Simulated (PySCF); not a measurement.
Trends in electronic spectra. Method: TDDFT PBE0/def2-SVPD, vertical, gas phase, core orbitals frozen in the response (PySCF 2.14.0, density-fitted response routines). Geometries: GFN2-xTB; one conformer of each isolated species. Triplets are in the Tamm–Dancoff approximation.

**Question.** Rank by computed HOMO energy, lowest first.
A. `O=COC1=CCOC1`
B. `FCC1=CC=CN1`
C. `CC/C(F)=C/C#N`
D. `C=N[SiH]1SCCS1`

**Answer.** C (-7.96 eV), A (-7.01 eV), D (-6.88 eV), B (-6.36 eV).

| SMILES | HOMO (eV) | LUMO (eV) | α (au) | f (S1) | first f ≥ 0.01 (nm) | T1 (eV) | S1 mainly |
| --- | --- | --- | --- | --- | --- | --- | --- |
| CC/C(F)=C/C#N | -7.96 | -1.37 | 67.8 | 0.503 | 199 | 3.74 | H→L (92%) |
| O=COC1=CCOC1 | -7.01 | -0.81 | 67.7 | 0.082 | 234 | 4.10 | H→L (98%) |
| C=N[SiH]1SCCS1 | -6.88 | -1.37 | 108.9 | 0.000 | 273 | 3.33 | H-2→L (94%) |
| FCc1ccc[nH]1 | -6.36 | 0.30 | 65.2 | 0.066 | 214 | 4.21 | H→L (63%) |

H and L stand for HOMO and LUMO.

- `CC/C(F)=C/C#N`: Löwdin shares by element: HOMO carbon 61% or more, nitrogen 20% (atoms not listed hold the other 18%); LUMO carbon 63% or more, nitrogen 15% (atoms not listed hold the other 21%).
- `O=COC1=CCOC1`: Löwdin shares by element: HOMO carbon 44% or more, oxygen 20% or more (atoms not listed hold the other 37%); LUMO carbon 43% or more, oxygen 38% or more (atoms not listed hold the other 19%).
- `C=N[SiH]1SCCS1`: Löwdin shares by element: HOMO sulfur 72%, carbon 7% or more, silicon 6%; LUMO carbon 40% or more, nitrogen 30%, silicon 8%, hydrogen 6% or more (atoms not listed hold the other 16%).
- `FCc1ccc[nH]1`: Löwdin shares by element: HOMO carbon 80% or more (atoms not listed hold the other 20%); LUMO carbon 43% or more, nitrogen 13% (atoms not listed hold the other 44%).
